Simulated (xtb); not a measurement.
C2H5FSi2, SMILES C#C[Si@@H](F)[SiH3]. All values are semi-empirical tight-binding results from xtb (GFN2-xTB unless named), good for trends rather than for accurate numbers. Coordinates come from a GFN2-xTB optimisation. The structure was generated by enumeration; whether it is a known compound was not checked.

Optimised geometry:

```xyz
10

C      2.1366     1.8841     0.2390
C      1.3637     1.0273    -0.0990
Si     0.1339    -0.2729    -0.5728
F      0.8223    -1.6761    -0.1393
Si    -1.8723    -0.0590     0.5412
H      2.8240     2.6267     0.5283
H      0.1464    -0.3682    -2.0323
H     -2.8113    -1.1273     0.1828
H     -1.7220    -0.0824     1.9988
H     -2.5026     1.2141     0.1792
```
Charge 0, spin multiplicity 1.

### Question
Estimate the properties. (Estimate from the structure and the level; the computed values follow.)

### Answer

```json
{
  "orbital_gap": "4.17 eV",
  "dipole_moment": "1.82 D",
  "zero_point_energy": "33.4 kcal/mol",
  "G − E(el) at 298.15 K (modified RRHO)": "12.7 kcal/mol",
  "static polarisability (D4 model)": "79.4 bohr³",
  "solvation energy, GFN2-xTB/ALPB(water)": "-1.0 kcal/mol",
  "solvation energy, GFN2-xTB/ALPB(toluene)": "-2.3 kcal/mol"
}
```

### Question
Give the atomic charges and the Wiberg bond orders between heavy atoms. (An estimate is asked for; the answer gives what the named calculation found.)

### Answer
charges (e) C1 -0.08, C2 -0.13, Si3 0.48, F4 -0.30, Si5 0.38, H6 0.08, H7 -0.09, H8 -0.11, H9 -0.10, H10 -0.13. Bond orders C1–C2 2.92, C2–Si3 0.93, Si3–F4 1.08, Si3–Si5 0.81.
